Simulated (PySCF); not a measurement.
PySCF 2.14 output of an unrestricted revPBE calculation on a single atom or ion in def2-TZVPPD (6s6p4d2f1g, 67 functions), with no relativity, point nucleus:

```
SCF conv_tol = 1e-09
number electrons alpha = 14  beta = 11
    Y. Zhang and W. Yang.,  Phys. Rev. Lett. 80, 890 (1998)
    J. P. Perdew, K. Burke, and M. Ernzerhof.,  Phys. Rev. Lett. 77, 3865 (1996)
    J. P. Perdew, K. Burke, and M. Ernzerhof.,  Phys. Rev. Lett. 78, 1396 (1997)
cycle= 1 E= -1381.68548453839  delta_E= -0.00861  |g|= 0.119  |ddm|= 0.136
cycle= 2 E= -1381.68154371155  delta_E= 0.00394  |g|=  0.2  |ddm|= 0.0916
cycle= 3 E= -1381.68817661551  delta_E= -0.00663  |g|= 0.0072  |ddm|= 0.0545
cycle= 4 E= -1381.68818701014  delta_E= -1.04e-05  |g|= 0.000426  |ddm|= 0.00234
cycle= 5 E= -1381.68818704671  delta_E= -3.66e-08  |g|= 1.06e-05  |ddm|= 0.000149
cycle= 6 E= -1381.68818704675  delta_E= -4.09e-11  |g|= 6.15e-07  |ddm|= 7.55e-06
converged SCF energy = -1381.68818704675  <S^2> = 3.7513113  2S+1 = 4.0006556
```

The run itself started from symmetry-adapted Hartree-Fock orbitals and held the occupation by maximum overlap, on a logarithmic radial grid, so the iterations belong to that start.

Problem. Which element, charge and spin multiplicity is this?

Solution. Co²⁺ (cobalt, charge +2), multiplicity 4; the state was [Ar] 3d7, high-spin 4F determinant.
